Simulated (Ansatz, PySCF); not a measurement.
Molecule: bromo(fluoro)methane, CH2BrF, charge 0, multiplicity 1. 
Geometry from a B3LYP-D3(BJ)/def2-TZVP (Ansatz, a program for electronic structure) optimisation:
```
C
F 1 1.3614
H 1 1.0858 2 109.64
H 1 1.0858 3 113.27 2 122.82
Br 1 1.9569 3 106.81 4 117.31
```

Property: atomisation energy (electronic, to ground-state atoms), in kJ/mol. Cores are frozen in the correlated levels unless marked. Open shells are spin-unrestricted. Spin-orbit coupling is left out. The frozen core is the preceding noble-gas configuration, with the filled d and f shells of earlier blocks. No relativistic terms. The coupled-cluster limit lacks core correlation, which all-electron functionals hold. CBS marks a two-point X^-3 extrapolation of the correlation energy; Hartree-Fock from the larger set.

| level | program | atomisation energy (kJ/mol) |
|---|---|---|
| BLYP-D4/def2-TZVPD | Ansatz + dftd4 | 1633.6 |
| MN15-D3(BJ)/def2-TZVPD | PySCF + dftd3 | 1628.8 |
| LC-wPBE-D3(BJ)/def2-TZVPD | Ansatz + dftd3 | 1624.9 |
| SCS-MP2/6-31G* | Ansatz | 1490.0 |
| SCS-MP2/aug-cc-pVDZ | Ansatz | 1533.7 |

Question: Predict the CCSD(T)/CBS(cc-pVTZ,cc-pVQZ) result (Ansatz).

Answer: 1626.8 kJ/mol, so SCS-MP2/aug-cc-pVDZ differs from it by -93.1 kJ/mol.
